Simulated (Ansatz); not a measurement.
H5AlN2, singlet, geometry from GFN2-xTB (such geometries of metal compounds can be far from the true shape), atoms displaced at random by about 0.08 Å a coordinate; HF/STO-3G, gradient (Ansatz, a first-principles code).

Here is a job for Ansatz.
Ansatz 0.2 input:
```yaml
crystal:
  periodic: [false, false, false]
  atoms:
    - {symbol: Al, position_ang: [-0.23577048, -0.29846859, -0.32594905]}
    - {symbol: H, position_ang: [-0.94927425, -1.12464752, -1.25398466]}
    - {symbol: N, position_ang: [-0.04434353, 1.52792675, -0.51707973]}
    - {symbol: H, position_ang: [-0.28890231, 1.97420143, -1.25837630]}
    - {symbol: H, position_ang: [0.49476015, 2.20488576, -0.22816579]}
    - {symbol: N, position_ang: [0.30781463, -1.19680123, 0.93988071]}
    - {symbol: H, position_ang: [1.08818327, -0.74052877, 1.71461363]}
    - {symbol: H, position_ang: [0.35776226, -2.15014051, 1.18316173]}
basis:
  gaussian:
    orbitals: STO-3G
hamiltonian:
  xc: hf
output: {forces: true}
```

Question: Write the output that Ansatz gives for this input, abridged.

Answer: 
```
Functional definition: HF
294 factors; integrals over basis functions are off by at most 7.3e-5 eV
mean field evaluation 1: about -9505.0193 eV, gradient 2.4e1 eV
mean field evaluation 2: about -9505.0694 eV, gradient 2.4e1 eV
mean field evaluation 4: about -9506.8330 eV, gradient 1.0e0 eV
mean field evaluation 8: about -9506.8374 eV, gradient 1.3e-5 eV
mean field -9506.83738230 eV, -349.3698298336 hartree, gradient 1.7e-5 eV, S^2 0.000000; 0 other end points of the search recorded, 0 dependent functions left out
the calculation of the forces begins
reference -9506.83738230 eV, -349.3698298336 hartree; 16, 16 occupied and 8, 8 virtual orbitals, 294 factors
Total energy: -9506.83738230 eV, -349.3698298336 hartree
Atom 0 at    -0.235770    -0.298469    -0.325949 Å, force    -0.312456     4.619963    -2.003381 eV/Å
Atom 1 at    -0.949274    -1.124648    -1.253985 Å, force    -0.704318    -0.093364    -1.081845 eV/Å
Atom 2 at    -0.044344     1.527927    -0.517080 Å, force    -2.099759   -11.128176     4.186641 eV/Å
Atom 3 at    -0.288902     1.974201    -1.258376 Å, force    -4.223737     2.894338    -8.918894 eV/Å
Atom 4 at     0.494760     2.204886    -0.228166 Å, force     5.825990     4.439104     5.080953 eV/Å
Atom 5 at     0.307815    -1.196801     0.939881 Å, force     6.298471     3.483898     7.067989 eV/Å
Atom 6 at     1.088183    -0.740529     1.714614 Å, force    -4.238514    -1.997306    -4.061853 eV/Å
Atom 7 at     0.357762    -2.150141     1.183162 Å, force    -0.545676    -2.218457    -0.269610 eV/Å
Dipole moment:     0.200458    -0.022873    -0.030682 e Å
```
